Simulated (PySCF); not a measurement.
2-bromoethanol, C2H5BrO.
Geometry (PBE0-D3(BJ)/def2-SVP, Å), atoms numbered from 1 in this order:
```
atom  x, y, z in Å
O1     0.0462    1.4097    0.7559
C2    -0.0616    0.6204   -0.3847
C3    -0.2476   -0.8489   -0.0745
Br4    1.2964   -1.5442    0.8973
H5     0.7946    1.0719    1.2658
H6    -0.9584    0.9580   -0.9326
H7     0.8012    0.7414   -1.0702
H8    -0.3444   -1.4578   -0.9829
H9    -1.1120   -1.0135    0.5818
```

Level: B3LYP/def2-SVPD in PySCF, non-relativistic, on one gas-phase PBE0-D3(BJ)/def2-SVP geometry that isn't relaxed in the solvent. The solvent is an IEF-PCM continuum (cavity from Bondi-type radii × 1.2), and excitations are vertical TDDFT with non-equilibrium linear response and a frozen core. Only the electrostatic response of the medium enters. Spin–orbit coupling is left out although an atom past zinc is present.

```
run  E − E(gas) (kcal/mol)  HOMO (eV)  HOMO–LUMO gap (eV)  dipole (D)  lowest singlet (eV)  static polarisability (au)
gas                   0.00      -7.90                7.24        1.63                 6.07                        53.8
  P                  -5.19      -7.81                7.36        2.16                 6.18                        73.2
  Q                  -3.71      -7.82                7.33        2.00                 6.15                        66.7
```

The runs were made in chloroform and dimethylsulfoxide. Which run belongs to which solvent?

P = dimethylsulfoxide, Q = chloroform. The dielectric constants are 4.711 (chloroform), 46.83 (dimethylsulfoxide), and the energy falls further as ε rises. The optical constants n² used for the excitations are 2.09, 2.19 in the same order. In this model the ground state sees the solvent through ε alone.

How constant is the ratio of the lowering to (ε − 1)/(2ε + 1)?

| solvent | (ε − 1)/(2ε + 1) | E − E(gas) (kcal/mol) | ratio (kcal/mol) | polarisation term (kcal/mol) |
| --- | --- | --- | --- | --- |
| chloroform | 0.356 | -3.71 | -10.4 | -4.11 |
| dimethylsulfoxide | 0.484 | -5.19 | -10.7 | -5.98 |

The ratio changes by +2.9 % in size from chloroform to dimethylsulfoxide. The polarisation term is half the interaction of the solute with the induced surface charges.

Rough CPU time on one thread of a shared machine: about 15 s. This is the whole response run at B3LYP/def2-SVPD in dimethylsulfoxide, SCF included.
